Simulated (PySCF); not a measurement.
Predicted microwave data (PBE0/pcSseg-1 in PySCF (dipole) on a GFN2-xTB geometry, gas phase) for one isomer of C8H14S:

- Rotational constants: A = 2213, B = 700.4, C = 603.7 MHz
- Dipole components: |μa| = 0.66 D, |μb| = 0.76 D, |μc| = 1.29 D
- Inertial defect: -112.67 u·Å²
- κ: -0.88

Question: Which candidate fits, each taken in the one conformer that was computed?
A. `[CH:1]#[C:2][CH2:3][CH2:4][C@@H:5]([CH2:6][CH3:7])[S:8][CH3:9]` with C2–C3–C4–C5 179°, C3–C4–C5–C6 176°, C4–C5–C6–C7 -173°, C4–C5–S8–C9 -65°
B. `[CH2:1]1[CH2:2][CH2:3][CH:4]([C@@H:5]2[CH2:6][CH2:7][S:8]2)[CH2:9]1` with C3–C4–C5–C6 -73°, C9–C1–C2–C3 38°, C1–C2–C3–C4 -40°, C2–C3–C4–C5 -93°, C4–C5–C6–C7 -128°
C. `[CH2:1]=[CH:2][CH2:3][C@@H:4]1[CH2:5][CH2:6][CH2:7][CH2:8][S:9]1` with C1–C2–C3–C4 119°, C2–C3–C4–C5 -64°, C3–C4–C5–C6 -66°, C4–C5–C6–C7 -62°, C5–C6–C7–C8 63°, C6–C7–C8–S9 -63°
D. `[CH3:1][CH2:2]/[C:3]([CH3:4])=[C:5](/[CH3:6])[C:7]([CH3:8])=[S:9]` with C1–C2–C3–C4 82°, C3–C5–C7–C8 -147°

Answer: A. It is C#CCC[C@@H](CC)SC, an asymmetric top, point group C1. The candidates at the same level (rigid rotor, commonest isotopes):

| SMILES | A (MHz) | B (MHz) | C (MHz) | μa (D) | μb (D) | μc (D) | Δ (u·Å²) | point group | rotor |
| --- | --- | --- | --- | --- | --- | --- | --- | --- | --- |
| CC/C(C)=C(/C)C(C)=S | 1638 | 1209 | 753.8 | 1.48 | 2.96 | 0.41 | -56.11 | C1 | asymmetric top |
| C1CCC([C@@H]2CCS2)C1 | 3039 | 866.2 | 732.1 | 0.62 | 1.90 | 0.03 | -59.46 | C1 | asymmetric top |
| C=CC[C@@H]1CCCCS1 | 2216 | 970.7 | 805.3 | 0.66 | 1.54 | 0.31 | -121.11 | C1 | asymmetric top |
| C#CCC[C@@H](CC)SC | 2213 | 700.4 | 603.7 | 0.66 | 0.76 | 1.29 | -112.67 | C1 | asymmetric top |

`C=CC[C@@H]1CCCCS1` has B 39 % too high; `C1CCC([C@@H]2CCS2)C1` has A 37 % too high; `CC/C(C)=C(/C)C(C)=S` has B 73 % too high. No structure here is proved a minimum.
